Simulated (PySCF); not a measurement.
## Correlation energy of Si⁺ (silicon, charge +1)

[Ne] 3s2 3p1, 2P determinant. Calculation: PySCF 2.14, in aug-cc-pV(Q+d)Z; no relativity, point nucleus. Frozen: [Ne]; 3 electrons correlated.

MP2 pair energies summed by pair of shells (mhartree):

```
 pair  energy  share (%)
3s-3s  -24.11       54.8
3s-3p  -19.91       45.2
```

Total MP2 correlation energy: -44.02 mhartree.

Same-spin part -2.82 and opposite-spin part -41.19 mhartree; SCS-MP2 scales them by 1/3 and 6/5 to -50.37 mhartree.
